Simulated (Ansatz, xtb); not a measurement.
Two structures of AlH2O2Si

We compare a, a doublet given by its coordinates, with b, a doublet given by its coordinates. Both are isolated molecules in the gas phase, relaxed with PBE0-D3(BJ)/def2-SVP.

a (Å):

```json
{"atom": "Al", "x (Å)": "0.2917", "y (Å)": "-1.1494", "z (Å)": "-0.9541"}
{"atom": "O", "x (Å)": "1.6359", "y (Å)": "0.0709", "z (Å)": "-0.7291"}
{"atom": "O", "x (Å)": "-0.5345", "y (Å)": "0.2552", "z (Å)": "0.1996"}
{"atom": "Si", "x (Å)": "0.9840", "y (Å)": "1.2270", "z (Å)": "0.2005"}
{"atom": "H", "x (Å)": "-1.3756", "y (Å)": "0.4387", "z (Å)": "0.6336"}
{"atom": "H", "x (Å)": "0.4414", "y (Å)": "-2.4587", "z (Å)": "-0.0352"}
```

Close contacts (Å): Al1–O2 1.83, Al1–O3 2.00, O2–Si4 1.62, O3–Si4 1.80, Al1–H6 1.61, O3–H5 0.96.

b (Å):

```json
{"atom": "Al", "x (Å)": "-1.8105", "y (Å)": "-1.0497", "z (Å)": "1.6271"}
{"atom": "O", "x (Å)": "-1.3339", "y (Å)": "0.6181", "z (Å)": "1.3738"}
{"atom": "O", "x (Å)": "-0.8048", "y (Å)": "-1.5169", "z (Å)": "0.2694"}
{"atom": "Si", "x (Å)": "-0.3552", "y (Å)": "0.1118", "z (Å)": "0.0790"}
{"atom": "H", "x (Å)": "-2.7257", "y (Å)": "-1.8046", "z (Å)": "2.6479"}
{"atom": "H", "x (Å)": "-0.8156", "y (Å)": "0.6807", "z (Å)": "-1.2415"}
```

Close contacts (Å): Al1–O2 1.75, Al1–O3 1.75, Al1–Si4 2.42, O2–Si4 1.70, O3–Si4 1.70, Al1–H5 1.57, Si4–H6 1.51.

Quicker runs give these differences E(b) − E(a): GFN2-xTB −67.5 kJ/mol; HF/STO-3G −78.5 kJ/mol (at GFN2-xTB geometries); r2SCAN-D4/def2-SVP −69.0 kJ/mol (at GFN2-xTB geometries).

Estimate E(b) − E(a) at the level CCSD(T)/def2-SVP + ΔMP2/def2-TZVPP.

Calculated at CCSD(T)/def2-SVP + ΔMP2/def2-TZVPP: E(b) − E(a) = −67.3 kJ/mol, so structure b lies lower.

Level by level:

```json
{"level": "GFN2-xTB", "geometry": "GFN2-xTB", "E(b) − E(a) (kJ/mol)": "−67.5", "departure from the last row (kJ/mol)": "−0.2", "job, with rough time for the two": "optimisation, 0.9 s"}
{"level": "HF/STO-3G", "geometry": "GFN2-xTB", "E(b) − E(a) (kJ/mol)": "−78.5", "departure from the last row (kJ/mol)": "−11.2", "job, with rough time for the two": "single point, 1.5 s"}
{"level": "r2SCAN-D4/def2-SVP", "geometry": "GFN2-xTB", "E(b) − E(a) (kJ/mol)": "−69.0", "departure from the last row (kJ/mol)": "−1.7", "job, with rough time for the two": "single point, 16 s"}
{"level": "PBE0-D3(BJ)/def2-SVP", "geometry": "PBE0-D3(BJ)/def2-SVP", "E(b) − E(a) (kJ/mol)": "−45.7", "departure from the last row (kJ/mol)": "+21.6", "job, with rough time for the two": "optimisation, 3.3 min"}
{"level": "HF/def2-SVP", "geometry": "PBE0-D3(BJ)/def2-SVP", "E(b) − E(a) (kJ/mol)": "−43.4", "departure from the last row (kJ/mol)": "+23.9", "job, with rough time for the two": "part of the CCSD(T) run"}
{"level": "MP2/def2-SVP", "geometry": "PBE0-D3(BJ)/def2-SVP", "E(b) − E(a) (kJ/mol)": "−51.2", "departure from the last row (kJ/mol)": "+16.1", "job, with rough time for the two": "part of the CCSD(T) run"}
{"level": "CCSD(T)/def2-SVP", "geometry": "PBE0-D3(BJ)/def2-SVP", "E(b) − E(a) (kJ/mol)": "−37.4", "departure from the last row (kJ/mol)": "+29.9", "job, with rough time for the two": "single point"}
{"level": "CCSD(T)/def2-SVP + ΔMP2/def2-TZVPP", "geometry": "PBE0-D3(BJ)/def2-SVP", "E(b) − E(a) (kJ/mol)": "−67.3", "departure from the last row (kJ/mol)": "", "job, with rough time for the two": "single point, 82 s"}
```

None of the levels shown reverses the order. The largest departure from CCSD(T)/def2-SVP + ΔMP2/def2-TZVPP is that of CCSD(T)/def2-SVP, 29.9 kJ/mol. The last row adds to CCSD(T) the change of the MP2 difference between the two basis sets, here −29.9 kJ/mol, a large step that makes the value less sure.

With harmonic frequencies from PBE0-D3(BJ)/def2-SVP (ideal gas, rigid rotor, one conformer each, 298.15 K, 1 atm): the zero-point term adds −4.5 kJ/mol; ΔH is −73.6 and ΔG −70.0 kJ/mol.

Open shells are spin-unrestricted. The correlated steps freeze 12 core orbitals. Mirror images aren't counted in ΔG. Run with Ansatz 0.2.0, xtb 6.7.1; the last row on 1 thread of AMD EPYC (Zen 3) on a shared host.
